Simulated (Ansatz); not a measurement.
`F[SiH]([SiH3])Cl` + CH₃OH → `CO[SiH]([SiH3])Cl` + H–F at 700 K and 1 bar (ligand exchange at the Si–F bond).

Computed with Ansatz on PBE0-D4/def2-TZVP structures; ΔE is electronic, products minus reactants. CCSD(T)/CBS is the MP2 limit (def2-TZVPP, def2-QZVPP) plus CCSD(T) − MP2 in def2-TZVPP, frozen cores. This one scheme is used for every species. Each species was taken in one conformer, which may not be the lowest.

```
            species  CCSD(T)/CBS energy (Eh)  H − E (kJ/mol)  S (J/(mol·K))
 `F[SiH]([SiH3])Cl`              -1140.23962           170.5          447.7
              CH₃OH               -115.61712           170.8          288.5
`CO[SiH]([SiH3])Cl`              -1155.45034           297.7          530.2
                H–F               -100.39570            45.2          198.5
```

H − E and S are ideal-gas, rigid-rotor, harmonic terms from PBE0-D4/def2-TZVP, for one conformer and one mirror image of each species. 1 Eh = 2625.50 kJ/mol, R = 8.31446 J/(mol·K).

Task: By hand: ΔE, ΔH, ΔS and ΔG.

Result: ΔE = (-1155.45034) + (-100.39570) − (-1140.23962) − (-115.61712) = 0.01070 Eh = 28.1 kJ/mol. Δ(H − E) = 297.7 + 45.2 − 170.5 − 170.8 = 1.6, so ΔH = 29.7 kJ/mol. ΔS = 530.2 + 198.5 − 447.7 − 288.5 = -7.5 J/(mol·K). ΔG = 29.7 − 700 × (-7.5)/1000 = 35.0 kJ/mol.

Task: By hand: the equilibrium constant, and the temperature at which ΔG would vanish if ΔH and ΔS stayed fixed.

Result: log₁₀ K = −ΔG/(RT ln 10) = -2.6. ΔH and −TΔS have one sign here, so there is no such temperature.

The number of gas molecules stays the same, so ΔS is small and ΔH decides. A doubt of 5 kJ/mol in ΔE shifts log₁₀ K by 0.4 here. Other conformers and mirror images would add mixing entropy, several J/(mol·K) or more a flexible species. These are equilibria of isolated gas molecules and say nothing of rates. Largest T1 diagnostic: 0.012 (customary marks: 0.02 for closed shells, 0.045 for open ones).

ΔS is within the doubt of such terms, so its sign, and with it that verdict, could turn.
